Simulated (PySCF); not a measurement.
Below is a simulated gas-phase Si 2p photoelectron spectrum of `O=C(O)[SiH]1C[SiH2]C1`.

Every computed line was given a Gaussian of 0.5 eV full width at half maximum and an area set by the number of equivalent atoms (split 2:1 within a doublet); the highest printed point is 100. The calculation used PySCF 2.14.0, delta-SCF UKS SCAN, pcX-2 on the ionised atom, pcseg-1 elsewhere, spin-free X2C.

binding energy (eV), intensity and a bar:
```
    105.8          0 
    105.9          1 
    106.0          4 #
    106.1         11 ###
    106.2         25 #######
    106.3         46 ##############
    106.4         71 #####################
    106.5         92 ###########################
    106.6        100 ##############################
    106.7         94 ############################
    106.8         79 ########################
    106.9         64 ###################
    107.0         55 #################
    107.1         53 ################
    107.2         53 ################
    107.3         47 ##############
    107.4         37 ###########
    107.5         25 #######
    107.6         14 ####
    107.7          6 ##
    107.8          2 #
    107.9          1 
    108.0          0
```

Q: Count the maxima, the lines and the sites behind this envelope.

A: The curve has 1 maximum (at 106.6 eV). Under it lie 4 lines from 2 inequivalent silicon sites, each drawn as a 2p3/2, 2p1/2 pair. At this width some lines have no maximum of their own.

Q: Decompose the envelope and assign each component. Numbering: `[O:1]=[C:2]([OH:3])[SiH:4]1[CH2:5][SiH2:6][CH2:7]1`.

A: 
```json
{"position (eV)": "106.49", "relative area": "0.67", "line": "Si 2p3/2", "atoms": "Si6", "environment": "SiH2 silicon"}
{"position (eV)": "106.69", "relative area": "0.67", "line": "Si 2p3/2", "atoms": "Si4", "environment": "SiH silicon"}
{"position (eV)": "107.12", "relative area": "0.33", "line": "Si 2p1/2", "atoms": "Si6", "environment": "SiH2 silicon"}
{"position (eV)": "107.32", "relative area": "0.33", "line": "Si 2p1/2", "atoms": "Si4", "environment": "SiH silicon"}
```

Q: What are the centre and the root-mean-square width of the whole band?

A: The area-weighted mean of the lines is 106.80 eV. Their own spread about it is 0.31 eV (rms) and each Gaussian has σ = 0.5/2.355 = 0.21 eV; the variances add, which gives 0.38 eV.

The 2 Si 2p3/2 values lie within 0.20 eV of each other.

No satellites, vibrations or lifetime broadening are included. Spin–orbit and ligand-field terms were added within each 2p shell after the spin-free SCF. 2p1/2 minus 2p3/2 (ligand field included): Si 0.62 eV. Isolated species at its PBE0-D3(BJ)/def2-SVP geometry (one conformer only).

Time: 2.0 min wall; peak memory 0.59 GiB. Hardware: Arm Neoverse N1, one thread (shared host).

Conformer computed: `[O:1]=[C:2]([OH:3])[SiH:4]1[CH2:5][SiH2:6][CH2:7]1`: O1–C2–Si4–C5 45°, H–O3–C2–O1 0°.
